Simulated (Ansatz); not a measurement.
Consider the redistribution: `C[SiH2]B(F)Cl` + `C[S][Ge][SH]` → `C[SiH2]B(F)S` + `C[S][Ge][Cl]`.

Isolated molecules relaxed with PBE0-D4/def2-TZVP in Ansatz; ΔE leaves out vibrations. CCSD(T)/CBS is the MP2 limit (def2-TZVPP, def2-QZVPP) plus CCSD(T) − MP2 in def2-TZVPP, frozen cores. Functionals use def2-TZVPP. For Ge outer-core shells are correlated without core-valence functions, which leaves a few kJ/mol of doubt a bond. Scalar relativity is left out up to krypton. One conformer a species, not always the lowest.

**Question.** Is it downhill or uphill in electronic energy at CCSD(T)/CBS, and by how much? (Best estimate.)

**Answer.** Computed: Downhill: ΔE = -1.4 kcal/mol.

**Question.** What do these levels give: PBE-D4, r2SCAN-D4, PBE, r2SCAN, PBE0, MP2/def2-TZVPP, SCS-MP2/def2-TZVPP, CCSD/def2-TZVPP, CCSD(T)/def2-TZVPP, HF/def2-QZVPP, MP2/CBS(def2), CCSD/CBS(def2)? (Estimate.)

**Answer.** The calculation gave: PBE-D4 -2.5, r2SCAN-D4 -1.9, PBE -2.2, r2SCAN -1.8, PBE0 -1.7, MP2/def2-TZVPP -0.7, SCS-MP2/def2-TZVPP -0.9, CCSD/def2-TZVPP -1.0, CCSD(T)/def2-TZVPP -1.2, HF/def2-QZVPP -0.9, MP2/CBS(def2) -1.0, CCSD/CBS(def2) -1.3 kcal/mol.

Largest T1 diagnostic among the species: 0.014.
